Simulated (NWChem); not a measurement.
All runs are NWChem calculations. System: HCu, charge 0, spin multiplicity 1, at a geometry optimised with B3LYP/def2-SVP. The structure started from a generated list of species. Level: PBE0/def2-TZVP.

Input file:

```
start mol
memory heap 200 mb stack 900 mb global 1100 mb
geometry units angstroms nocenter noautoz
  Cu     0.000000     0.000000     0.049041
  H      0.000000     0.000000    -1.422203
  symmetry group C2v
end
basis spherical
  * library def2-tzvp
end
dft
  xc pbe0
  semidirect memsize 60000000 filesize 0
  iterations 100
end
task dft energy
```

Output (cleaned and shortened):

```
             Northwest Computational Chemistry Package (NWChem) 7.3.0
             --------------------------------------------------------

                                NWChem Input Module
                                -------------------

 Scaling coordinates for geometry "geometry" by  1.889725989
 (inverse scale =  0.529177249)

 Turning off AUTOSYM since
 SYMMETRY directive was detected!

                             Geometry "geometry" -> ""
                             -------------------------

 Output coordinates in angstroms (scale by  1.889725989 to convert to a.u.)

  No.       Tag          Charge          X              Y              Z
 ---- ---------------- ---------- -------------- -------------- --------------
    1 Cu                  29.0000     0.00000000     0.00000000     0.04904100
    2 H                    1.0000     0.00000000     0.00000000    -1.42220300

 Effective nuclear repulsion energy (a.u.)      10.4307240818

            Nuclear Dipole moment (a.u.)
            ----------------------------
        X                 Y               Z
 ---------------- ---------------- ----------------
     0.0000000000     0.0000000000    -0.0000264562

      Symmetry information
      --------------------

 Group name             C2v
 Group number             16
 Group order               4
 No. of unique centers     2

      Symmetry unique atoms

     1    2


 Summary of "ao basis" -> "" (spherical)
 ------------------------------------------------------------------------------
       Tag                 Description            Shells   Functions and Types
 ---------------- ------------------------------  ------  ---------------------
 *                         def2-tzvp                  on all atoms

                                 NWChem DFT Module
                                 -----------------

 Summary of "ao basis" -> "ao basis" (spherical)
 ------------------------------------------------------------------------------
       Tag                 Description            Shells   Functions and Types
 ---------------- ------------------------------  ------  ---------------------
 Cu                        def2-tzvp                15       45   6s4p4d1f
 H                         def2-tzvp                 4        6   3s1p

 Summary of "ao basis" -> "ao basis" (spherical)
 ------------------------------------------------------------------------------
       Tag                 Description            Shells   Functions and Types
 ---------------- ------------------------------  ------  ---------------------
 Cu                        def2-tzvp                15       45   6s4p4d1f
 H                         def2-tzvp                 4        6   3s1p

      Symmetry analysis of basis
      --------------------------

        a1         24
        a2          5
        b1         11
        b2         11

            General Information
            -------------------
          SCF calculation type: DFT
          Wavefunction type:  closed shell.
          No. of atoms     :     2
          No. of electrons :    30
           Alpha electrons :    15
            Beta electrons :    15
          Charge           :     0
          Spin multiplicity:     1
          Use of symmetry is: on ; symmetry adaption is: on
          Maximum number of iterations: 100
          AO basis - number of functions:    51
                     number of shells:    19
          Convergence on energy requested:  1.00D-06
          Convergence on density requested:  1.00D-05
[...]
  Symmetry fudging

 !! scf_movecs_sym_adapt:   20 vectors were symmetry contaminated

 d= 0,ls=0.5,diis    24  -1640.8381924047 -9.28D-07  2.61D-05  4.90D-06     2.9

 !! scf_movecs_sym_adapt:   22 vectors were symmetry contaminated

  Symmetry fudging

 !! scf_movecs_sym_adapt:   22 vectors were symmetry contaminated

 d= 0,ls=0.5,diis    25  -1640.8381929115 -5.07D-07  1.91D-05  2.58D-06     2.9

 !! scf_movecs_sym_adapt:   22 vectors were symmetry contaminated

  Symmetry fudging

 !! scf_movecs_sym_adapt:   22 vectors were symmetry contaminated

 d= 0,ls=0.5,diis    26  -1640.8381931874 -2.76D-07  1.41D-05  1.36D-06     3.0

 !! scf_movecs_sym_adapt:   22 vectors were symmetry contaminated

  Symmetry fudging

 !! scf_movecs_sym_adapt:   20 vectors were symmetry contaminated

 d= 0,ls=0.5,diis    27  -1640.8381933366 -1.49D-07  1.04D-05  7.40D-07     3.0

 !! scf_movecs_sym_adapt:   22 vectors were symmetry contaminated

  Symmetry fudging

 !! scf_movecs_sym_adapt:   22 vectors were symmetry contaminated

 d= 0,ls=0.5,diis    28  -1640.8381934186 -8.20D-08  7.70D-06  4.06D-07     3.0

         Total DFT energy =    -1640.838193463558
      One electron energy =    -2308.703744408710
           Coulomb energy =      724.728286217445
    Exchange-Corr. energy =      -67.293459354084
 Nuclear repulsion energy =       10.430724081791

 Numeric. integr. density =       29.999984821226

     Total iterative time =      2.3s

                  Occupations of the irreducible representations
                  ----------------------------------------------

                     irrep           alpha         beta
                     --------     --------     --------
                     a1                8.0          8.0
                     a2                1.0          1.0
                     b1                3.0          3.0
                     b2                3.0          3.0

                       DFT Final Molecular Orbital Analysis
                       ------------------------------------

 Vector   13  Occ=2.000000D+00  E=-2.899857D-01  Symmetry=a2
              MO Center=  2.0D-15, -3.7D-15,  5.0D-02, r^2= 4.0D-01
   Bfn.  Coefficient  Atom+Function         Bfn.  Coefficient  Atom+Function
  ----- ------------  ---------------      ----- ------------  ---------------
    19      0.650668  1 Cu d -2              24      0.378176  1 Cu d -2
    29      0.233043  1 Cu d -2              34      0.040675  1 Cu d -2

 Vector   14  Occ=2.000000D+00  E=-2.899849D-01  Symmetry=a1
              MO Center= -2.1D-15, -3.7D-15,  5.0D-02, r^2= 4.0D-01
   Bfn.  Coefficient  Atom+Function         Bfn.  Coefficient  Atom+Function
  ----- ------------  ---------------      ----- ------------  ---------------
    23      0.650668  1 Cu d  2              28      0.378175  1 Cu d  2
    33      0.233044  1 Cu d  2              38      0.040675  1 Cu d  2

 Vector   15  Occ=2.000000D+00  E=-2.443859D-01  Symmetry=a1
              MO Center= -1.4D-15, -1.9D-16, -3.6D-01, r^2= 1.7D+00
   Bfn.  Coefficient  Atom+Function         Bfn.  Coefficient  Atom+Function
  ----- ------------  ---------------      ----- ------------  ---------------
     5      0.458024  1 Cu s                 21     -0.414678  1 Cu d  0
    26     -0.239446  1 Cu d  0              47      0.184953  2 H  s
    48      0.171865  2 H  s                 31     -0.151013  1 Cu d  0
     3     -0.146533  1 Cu s                  4     -0.134333  1 Cu s
     6      0.118802  1 Cu s                 46      0.093633  2 H  s

 Vector   16  Occ=0.000000D+00  E=-6.723262D-02  Symmetry=a1
              MO Center=  1.0D-14,  1.5D-16,  6.0D-01, r^2= 3.6D+00
   Bfn.  Coefficient  Atom+Function         Bfn.  Coefficient  Atom+Function
  ----- ------------  ---------------      ----- ------------  ---------------
    48      0.817239  2 H  s                  6     -0.703287  1 Cu s
     5     -0.565234  1 Cu s                 18     -0.203068  1 Cu pz
    36     -0.174987  1 Cu d  0              12      0.143025  1 Cu pz
    21     -0.139362  1 Cu d  0              47      0.131398  2 H  s
     4      0.122460  1 Cu s                 46      0.102855  2 H  s

 Vector   17  Occ=0.000000D+00  E= 9.232874D-02  Symmetry=b2
              MO Center=  1.0D-15,  9.5D-16,  8.1D-02, r^2= 2.4D+00
   Bfn.  Coefficient  Atom+Function         Bfn.  Coefficient  Atom+Function
  ----- ------------  ---------------      ----- ------------  ---------------
    17      1.039624  1 Cu py                11     -0.225665  1 Cu py
    14     -0.091953  1 Cu py                 8      0.082886  1 Cu py
    35      0.030376  1 Cu d -1

 Vector   18  Occ=0.000000D+00  E= 9.232874D-02  Symmetry=b1
              MO Center= -9.5D-15,  6.3D-16,  8.1D-02, r^2= 2.4D+00
   Bfn.  Coefficient  Atom+Function         Bfn.  Coefficient  Atom+Function
  ----- ------------  ---------------      ----- ------------  ---------------
    16      1.039624  1 Cu px                10     -0.225665  1 Cu px
    13     -0.091953  1 Cu px                 7      0.082886  1 Cu px
    37     -0.030376  1 Cu d  1

 center of mass
 --------------
 x =   0.00000000 y =   0.00000000 z =   0.04885004

 moments of inertia (a.u.)
 ------------------
           7.667469543989           0.000000000000           0.000000000000
           0.000000000000           7.667469543989           0.000000000000
           0.000000000000           0.000000000000           0.000000000000

     Multipole analysis of the density
     ---------------------------------

     L   x y z        total         alpha         beta         nuclear
     -   - - -        -----         -----         ----         -------
     0   0 0 0     -0.000000    -15.000000    -15.000000     30.000000

     1   1 0 0      0.000000      0.000000      0.000000      0.000000
     1   0 1 0     -0.000000     -0.000000     -0.000000      0.000000
     1   0 0 1      1.069749      0.534888      0.534888     -0.000026

     2   2 0 0    -10.893371     -5.446685     -5.446685      0.000000
     2   1 1 0     -0.000000     -0.000000     -0.000000      0.000000
     2   1 0 1     -0.000000     -0.000000     -0.000000      0.000000
     2   0 2 0    -10.893371     -5.446685     -5.446685      0.000000
     2   0 1 1      0.000000      0.000000      0.000000      0.000000
     2   0 0 2    -10.935990     -9.204055     -9.204055      7.472120

 Task  times  cpu:        3.0s     wall:        3.0s

 Total times  cpu:        3.1s     wall:        3.1s
```
